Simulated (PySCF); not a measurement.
Cost of one run: excited-state job, `[SiH3][S][GeH2][SiH3]`.

Method: TDDFT CAM-B3LYP/def2-SVPD, vertical, gas phase, core orbitals frozen in the response (PySCF 2.14.0, density-fitted response routines). Geometry: GFN2-xTB. Work: 8 singlets by full TDDFT, 3 Tamm–Dancoff triplets, polarisability, density and orbital grids written, density fitting. The input is one job of a driver script: a line of settings, then coordinates in Å.

Command:
```bash
OMP_NUM_THREADS=1 python probes_run.py task.json out
```

Input:
```
{"job": {"kind": "uv", "xc": "CAM-B3LYP", "basis": "def2-SVPD", "nstates": 8, "ntriplets": 3}, "charge": 0, "multiplicity": 1}
Si     2.746328    -0.415585    -0.239253
S      0.776724    -1.122258    -0.694910
Ge    -0.479360     0.474819     0.233474
Si    -2.762764    -0.044120    -0.004738
H      2.895387    -0.372371     1.212511
H      2.915962     0.911933    -0.822794
H      3.590643    -1.418512    -0.865494
H      0.033357     0.630038     1.665947
H      0.011490     1.787872    -0.377635
H     -2.974340    -1.471804     0.221684
H     -3.525033     0.716191     0.987285
H     -3.227194     0.323112    -1.342106
```

Hardware: one thread of an Arm Neoverse N1, shared host with 64 logical CPUs at a one-minute load of 60. PySCF's memory limit was set to 1040 MB.

Q: How large is the basis?

A: 177 functions for 84 electrons, with 843 fitting functions; the fitted three-index integrals, 843 × 177 × 178/2 numbers of 8 bytes, come to 100 MiB.

Question: Which is nearest to the wall time?
A. 7.8 min
B. 59 s
C. 7.3 s
D. 59 min

Answer: B. The run took 59 s. The SCF took 10 cycles.

Q: How much memory does it need at the peak?

A: About 0.76 GiB. Peak memory is the resident size of the whole Python process, interpreter and libraries included.

Q: At this speed, how long would 100 such jobs take on 96 cores, one job a core?

A: 100/96 gives 2 rounds of 59 s, about 2.0 min of wall time and 1.6 core-hours, if the jobs don't slow each other.

Times come from a shared host and carry two figures at best.

The run converged: HOMO -8.36 eV, LUMO 0.31 eV; lowest singlet 5.42 eV; lowest triplet 5.02 eV (Tamm–Dancoff); mean polarisability 111.4 au.
